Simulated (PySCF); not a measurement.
Ti(F)3(Me) (CH3F3Ti), SMILES [F][Ti]([F])([CH3])[F], multiplicity 1. Heavy atoms are numbered as in [Ti:1]([F:2])([F:3])([F:4])[CH3:5]. Hydrogens are named by the atom that carries them.

Geometry: PBE0-D3(BJ)/def2-SVP. The multiplicity is an assumed one; no other spin state was optimised. The structure was generated by enumeration; whether it is a known compound was not checked.

Level of theory: PySCF with PBE/def2-TZVP.

ESP charges are fitted to the potential on shells at 1.4 to 2.0 van der Waals radii. Atomic charges (e), one atom of each kind:

```csv
atom,ESP fit,Mulliken
Ti1,1.24,1.34
F2,-0.34,-0.39
C5 (CH3),-0.85,-0.63
H on C5,0.21,0.15
```
